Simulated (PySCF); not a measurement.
Isomers of C4H14Si4, mass 174.017 u with the commonest isotopes. Method used: PBE0-D3(BJ)/def2-SVP geometry optimisation, gas phase (PySCF 2.14.0). One conformer each, none proved a minimum here; rigid rotors.

**Question.** Order these by out-of-plane moment Σ m c² = (Ia + Ib − Ic)/2, largest first.
A. `[CH3:1][Si@@H:2]1[SiH2:3][SiH2:4][Si@H:5]1[CH:6]1[CH2:7][CH2:8]1` with Si4–Si5–C6–C7 -50°, C1–Si2–Si3–Si4 -86°, Si2–Si3–Si4–Si5 -25°, Si3–Si4–Si5–C6 -87°, Si5–C6–C7–C8 111°
B. `[CH3:1][Si@@H:2]1[SiH2:3][SiH2:4][Si@@H:5]1[CH:6]1[CH2:7][CH2:8]1` with Si4–Si5–C6–C7 -23°, C1–Si2–Si3–Si4 -142°, Si2–Si3–Si4–Si5 22°, Si3–Si4–Si5–C6 87°, Si5–C6–C7–C8 111°
C. `[CH3:1][C:2]#[C:3][SiH2:4][Si@@H:5]([SiH3:6])[SiH2:7][CH3:8]` with C3–Si4–Si5–Si6 -176°, Si4–Si5–Si7–C8 62°

**Answer.** A (132.41 u·Å²), B (130.38 u·Å²), C (36.61 u·Å²).

**Question.** Order these by rotational constant B, smallest first.
A. `[CH3:1][C:2]#[C:3][SiH2:4][Si@@H:5]([SiH3:6])[SiH2:7][CH3:8]` with C3–Si4–Si5–Si6 -176°, Si4–Si5–Si7–C8 62°
B. `[CH3:1][Si@@H:2]1[SiH2:3][SiH2:4][Si@H:5]1[CH:6]1[CH2:7][CH2:8]1` with Si4–Si5–C6–C7 -50°, C1–Si2–Si3–Si4 -86°, Si2–Si3–Si4–Si5 -25°, Si3–Si4–Si5–C6 -87°, Si5–C6–C7–C8 111°
C. `[CH3:1][Si@@H:2]1[SiH2:3][SiH2:4][Si@@H:5]1[CH:6]1[CH2:7][CH2:8]1` with Si4–Si5–C6–C7 -23°, C1–Si2–Si3–Si4 -142°, Si2–Si3–Si4–Si5 22°, Si3–Si4–Si5–C6 87°, Si5–C6–C7–C8 111°

**Answer.** A (529.2 MHz), B (721.3 MHz), C (853.0 MHz).

**Question.** Order these by dipole moment, smallest first.
A. `[CH3:1][Si@@H:2]1[SiH2:3][SiH2:4][Si@@H:5]1[CH:6]1[CH2:7][CH2:8]1` with Si4–Si5–C6–C7 -23°, C1–Si2–Si3–Si4 -142°, Si2–Si3–Si4–Si5 22°, Si3–Si4–Si5–C6 87°, Si5–C6–C7–C8 111°
B. `[CH3:1][C:2]#[C:3][SiH2:4][Si@@H:5]([SiH3:6])[SiH2:7][CH3:8]` with C3–Si4–Si5–Si6 -176°, Si4–Si5–Si7–C8 62°
C. `[CH3:1][Si@@H:2]1[SiH2:3][SiH2:4][Si@H:5]1[CH:6]1[CH2:7][CH2:8]1` with Si4–Si5–C6–C7 -50°, C1–Si2–Si3–Si4 -86°, Si2–Si3–Si4–Si5 -25°, Si3–Si4–Si5–C6 -87°, Si5–C6–C7–C8 111°

**Answer.** C (0.84 D), A (1.71 D), B (2.59 D).

```json
{"SMILES": "CC#C[SiH2][Si@@H]([SiH3])[SiH2]C", "point group": "C1", "Ia (u·Å²)": "396.32", "Ib (u·Å²)": "955.07", "Ic (u·Å²)": "1278.18", "κ": "-0.70", "μa (D)": "2.35", "μb (D)": "0.96", "μc (D)": "0.52"}
{"SMILES": "C[Si@@H]1[SiH2][SiH2][Si@H]1C1CC1", "point group": "C1", "Ia (u·Å²)": "355.80", "Ib (u·Å²)": "700.66", "Ic (u·Å²)": "791.64", "κ": "-0.79", "μa (D)": "0.29", "μb (D)": "0.77", "μc (D)": "0.18"}
{"SMILES": "C[Si@@H]1[SiH2][SiH2][Si@@H]1C1CC1", "point group": "C1", "Ia (u·Å²)": "439.81", "Ib (u·Å²)": "592.48", "Ic (u·Å²)": "771.53", "κ": "-0.20", "μa (D)": "0.53", "μb (D)": "1.53", "μc (D)": "0.54"}
```
